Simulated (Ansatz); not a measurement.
`F[C@@H]1[C@@H](F)C(F)(F)C(F)(F)[C@H]1F` and `F[C@@H]1[C@@H](F)CC(F)(F)C1(F)F` differ in one atom or group.

Ansatz, PBE0-D4/def2-TZVP geometries, multiplicity 1. 

```
                                                                                  property  `F[C@@H]1[C@@H](F)C(F)(F)C(F)(F)[C@H]1F`
                                                     LUMO energy (ωB97M-V/def2-TZVPP) / eV                                      1.91
ideal-gas entropy at 298 K and 1 bar (rigid rotor, harmonic PBE0-D4/def2-TZVP) / J/(mol·K)                                       420
                                                     HOMO–LUMO gap (B3LYP/def2-TZVPP) / eV                                      9.07
                                                       HOMO–LUMO gap (PBE/def2-TZVPP) / eV                                      6.67
                                          size of the dipole moment (B3LYP/def2-TZVPP) / D                                      1.52
                                                         HOMO energy (PBE/def2-TZVPP) / eV                                     -7.95
```

(1) Give the same properties after the change, and the shifts. (Estimate.)

## Answers

(1) The calculation gave: 
```
                                                                                  property  `F[C@@H]1[C@@H](F)CC(F)(F)C1(F)F`  shift
                                                     LUMO energy (ωB97M-V/def2-TZVPP) / eV                               2.20   0.29
ideal-gas entropy at 298 K and 1 bar (rigid rotor, harmonic PBE0-D4/def2-TZVP) / J/(mol·K)                                402    -18
                                                     HOMO–LUMO gap (B3LYP/def2-TZVPP) / eV                               9.26   0.19
                                                       HOMO–LUMO gap (PBE/def2-TZVPP) / eV                               6.93   0.26
                                          size of the dipole moment (B3LYP/def2-TZVPP) / D                               2.02   0.50
                                                         HOMO energy (PBE/def2-TZVPP) / eV                              -7.77   0.18
```

With PBE0 the HOMO rises by 0.21 eV and the LUMO rises by 0.41 eV, so the gap widens by about 0.20 eV. PBE moves the HOMO by 0.18 eV and ωB97M-V by 0.21 eV. Dipoles are sizes alone; their direction can turn. Modes under 60 cm⁻¹, often nearly free rotors, make the harmonic entropy too high.

Positive LUMOs are unbound, so they and the gaps depend on the basis.

B3LYP here is the variant with VWN-RPA as its local correlation; programs differ in this.
